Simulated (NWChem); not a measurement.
Species: CH7Si2, doublet; SMILES [CH]([SiH3])[SiH3]

All runs: NWChem. Pople sets run with spherical d functions. Spin-unrestricted. In the optimisation the excess spin sits in b (C2, its own frame). Geometry: optimised at B3LYP/6-31G* (spherical d), spin-unrestricted. No stability test was run on the SCF state. Solvent water, SMD (1 M gas to 1 M solution), gas-phase geometry. Reactions with the solvent are ignored.

```tsv
level	basis functions	solvation free energy (kcal/mol)	cavity-dispersion-structure term (kcal/mol)	dipole in solution (D)	relative time
B3LYP/STO-3G	30	3.8	4.2	0.28	1
B3LYP/3-21G	49	3.4	4.2	0.77	1
B3LYP/6-31G*	64	3.4	4.2	0.87	3
B3LYP/6-31+G*	76	3.3	4.2	0.81	4
B3LYP/6-311G**	112	3.4	4.2	0.80	6
B3LYP/6-311++G**	131	3.4	4.2	0.75	10
```

Times are rough ratios from one shared machine.
